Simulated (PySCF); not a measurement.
# W²⁺ (tungsten, charge +2) across methods

[Xe] 4f14 5d3 6s1, high-spin 5F determinant (an excited configuration). Computed with PySCF 2.14 in aug-cc-pVQZ-PP with ECP60MDF, with a scalar-relativistic core potential.

```tsv
method	E (hartree)	mean ε 5p β (eV)	mean ε 5d α (eV)	mean ε 6s α (eV)	Σ⟨r²⟩ (bohr²)	⟨S²⟩
UHF	-65.86754	-68.362	-28.767	-23.690	33.44	6.005
r2SCAN	-66.4112	-61.254	-23.763	-21.348	33.07	6.002
PBE	-66.3924	-60.415	-23.256	-21.141	33.19	6.001
MN15	-66.2787	-63.158	-25.055	-22.722	33.19	6.001
LDA	-66.1944	-60.354	-23.168	-21.429	33.33	6.000
PBE0	-66.3639	-62.714	-24.802	-21.905	33.14	6.002
BHandHLYP	-66.2750	-64.926	-26.065	-22.451	33.18	6.002
```

Task: Estimate the same row for TPSSh.

Result: E (hartree) = -66.3620; mean ε 5p β (eV) = -61.537; mean ε 5d α (eV) = -23.906; mean ε 6s α (eV) = -21.282; Σ⟨r²⟩ (bohr²) = 33.17; ⟨S²⟩ = 6.001.

Energies and moments cover only the electrons outside the core potential. Spin-orbit coupling, absent here, splits the open shell strongly.
